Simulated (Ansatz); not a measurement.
Basis-set extrapolation for `N=C1BN1` (PBE0-D4/def2-TZVP geometry, frozen core, Ansatz). Multiplicity 1, RHF reference.

```
                      def2-TZVPP   def2-QZVPP
                 HF  -173.212954  -173.220925
    MP2 correlation    -0.651542    -0.696235
CCSD(T) correlation    -0.700148      not run
```

Energies in hartree. Use E(X) = E(∞) + A·exp(−7.88·√X) for Hartree–Fock and E(X) = E(∞) + B·X^(−2.97) for correlation, with X = 3 and 4, and add CCSD(T) minus MP2 of the smaller set to the MP2 limit.

Q: What is the CCSD(T) energy at the basis-set limit?

A: HF limit: -173.220925 + (-0.007971) × 0.13774 = -173.22202. MP2 limit: -0.696235 + (-0.044693) × 0.74074 = -0.72934. Higher-order term: -0.700148 − (-0.651542) = -0.04861. Total: -173.99997 hartree, 2.36 eV below CCSD(T)/def2-TZVPP.
